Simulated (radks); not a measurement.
The strontium ion Sr12+, 26 electrons, occupied as [Ar] 3d7 4p1 (not the ground configuration). All-electron calculation, scalar-relativistic Kohn-Sham, TASK exchange with Perdew-Wang LDA correlation, spin-polarised, spherical densities, finite nucleus; open shells are filled with parallel spins first (spin-orbit coupling, left out, can overturn this in heavy ions); meta-GGA in the generalised Kohn-Sham scheme; Fermi nuclear charge, rms radius 4.224 fm. Program: a radial shooting solver on a logarithmic mesh with Libxc functionals.

X-ray form factor f0, the Fourier transform of the density (f0(0) = 26):

sin(theta)/lambda (1/angstrom)  f0 (electrons)
0.05                                    25.901
0.1                                     25.608
0.15                                    25.137
0.2                                     24.510
0.25                                    23.755
0.3                                     22.901
0.4                                     21.004
0.5                                     19.008
0.6                                     17.040
0.8                                     13.475
1                                       10.647
1.25                                     8.239
1.5                                      6.816
2                                        5.352
